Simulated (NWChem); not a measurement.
Molecule: HTeCl; SMILES Cl[TeH]

```xyz
3

Te     0.0277     0.5744     0.0000
H     -1.6369     0.6978     0.0000
Cl     0.0117    -1.7981     0.0000
```
Atoms are numbered in this order, from 1.

Results from NWChem. Structure relaxed at the PBE0/def2-SVP level. def2 effective core potentials on Te; no spin-orbit coupling. Ions are spin-unrestricted doublets at the neutral geometry; other ion states weren't tried.

Problem. Order these by “vertical ionisation energy, ΔSCF (eV)”, lowest first: PBE/def2-SVPD; BHandHLYP/def2-SVPD; Hartree-Fock/def2-SVPD.

Solution. Hartree-Fock/def2-SVPD (8.29), PBE/def2-SVPD (8.81), BHandHLYP/def2-SVPD (9.00)
